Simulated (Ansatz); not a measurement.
methyl ethyl ether (C3H8O), singlet, geometry from GFN2-xTB; CAM-B3LYP/6-31G* (Ansatz, a program for electronic structure).

The Ansatz input:
Ansatz 0.2 input:
```yaml
crystal:
  periodic: [false, false, false]
  atoms:
    - {symbol: O, position_ang: [0.02217187, -0.70637156, -0.00891756]}
    - {symbol: C, position_ang: [-0.00191006, 0.70379066, 0.00906344]}
    - {symbol: C, position_ang: [1.31940794, -1.23577614, -0.00427645]}
    - {symbol: C, position_ang: [-1.44920700, 1.16750381, 0.00224778]}
    - {symbol: H, position_ang: [0.51537054, 1.07502478, 0.90896197]}
    - {symbol: H, position_ang: [0.53111673, 1.09799856, -0.87167144]}
    - {symbol: H, position_ang: [1.21557456, -2.31874503, -0.01916715]}
    - {symbol: H, position_ang: [1.88715969, -0.91090045, -0.88622004]}
    - {symbol: H, position_ang: [1.87140251, -0.93389025, 0.89565558]}
    - {symbol: H, position_ang: [-1.94985378, 0.79906787, -0.88859537]}
    - {symbol: H, position_ang: [-1.96544310, 0.77632297, 0.87429802]}
    - {symbol: H, position_ang: [-1.49244744, 2.25298407, 0.01587030]}
basis:
  gaussian:
    orbitals: 6-31G*
hamiltonian:
  xc: cam_b3lyp
accuracy: high
```

**Question.** Write the output that Ansatz gives for this input, abridged.

**Answer.** 
```
Functional definition: CAM-B3LYP
1856 factors; integrals over basis functions are off by at most 3.4e-9 eV
375 factors; integrals over basis functions are off by at most 2.2e-9 eV
mean field evaluation 1: about -5281.7431 eV, gradient 4.1e1 eV
mean field evaluation 2: about -5282.2916 eV, gradient 4.0e1 eV
mean field evaluation 4: about -5285.3585 eV, gradient 1.5e0 eV
mean field evaluation 8: about -5285.5274 eV, gradient 4.5e-2 eV
mean field evaluation 16: about -5285.5274 eV, gradient 2.7e-6 eV
mean field -5285.52740114 eV, -194.2395493329 hartree, gradient 3.1e-8 eV, S^2 0.000000; 0 other end points of the search recorded, 0 dependent functions left out
reference -5285.52741862 eV, -194.2395499752 hartree; 17, 17 occupied and 59, 59 virtual orbitals, 1856 factors
Total energy: -5285.52741862 eV, -194.2395499752 hartree
```
